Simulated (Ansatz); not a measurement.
Molecule: sum formula HSO$_{3}$, charge 0, multiplicity 2. It need not be the lowest isomer of its formula. 
Structure (B3LYP-D3(BJ)/def2-TZVP (Ansatz, an electronic-structure program) minimum search):
```
S
O 1 1.4422
O 1 1.4506 2 122.82
O 1 1.6295 2 105.51 3 -124.03
H 4 0.9714 1 108.25 2 160.68
```
Charge 0, spin multiplicity 2.

Computed values are from Ansatz. Valence correlation only, unless marked. UHF or UKS for open shells. No spin-orbit coupling. Non-relativistic. Basis-set limits of correlation are two-point, X^-3; Hartree-Fock from the larger set. The bracket is a focal-point correction in the basis named.

The atomisation energy De is 395.3 kcal/mol at RI-MP2/CBS(cc-pV(T+d)Z,cc-pV(Q+d)Z)+[CCSD(T)-MP2]/cc-pV(T+d)Z and the vertical electron affinity (to the singlet; negative means unbound) is 2.58 eV at RI-MP2/CBS(aug-cc-pV(T+d)Z,aug-cc-pV(Q+d)Z)+[CCSD(T)-MP2]/aug-cc-pV(D+d)Z. The total energy is -623.8197 Eh at RI-MP2/CBS(cc-pV(T+d)Z,cc-pV(Q+d)Z)+[CCSD(T)-MP2]/cc-pV(T+d)Z. The dipole moment is 2.68 D at CCSD(T)/aug-cc-pV(D+d)Z and the T1 diagnostic is 0.020 at CCSD/cc-pV(T+d)Z.
